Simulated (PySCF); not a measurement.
Level of theory: TPSSh-D3(BJ)/def2-TZVP // B3LYP-D3(BJ)/def2-TZVP (PySCF). Gas-phase values, no solvent. One relaxed conformer stands for a flexible species; it need not be the lowest. Excitations are Tamm–Dancoff values on a coarser integration grid. The basis has no diffuse functions, so Rydberg states are missing or too high.

Reference species (SMILES): `NC(=O)C=C` (C–C–C–O torsion 0°) (neutral, multiplicity 1).

```yaml
HOMO: -6.53 eV
S1 excitation (TDA): 4.37 eV
HOMO–LUMO gap: 5.02 eV
LUMO: -1.51 eV
```

Changed species: `C=CC=S` (C–C–C–S torsion 180°) (X = thioformyl; the reference has X = carbamoyl).

Task: Predict the effect on the HOMO, S1 excitation (TDA), HOMO–LUMO gap and LUMO.

Result: the HOMO increases by 0.68 eV, to -5.85 eV; the S1 excitation (TDA) decreases by 2.24 eV, to 2.13 eV; the HOMO–LUMO gap falls by 2.32 eV, to 2.70 eV; the LUMO drops by 1.64 eV, to -3.15 eV.
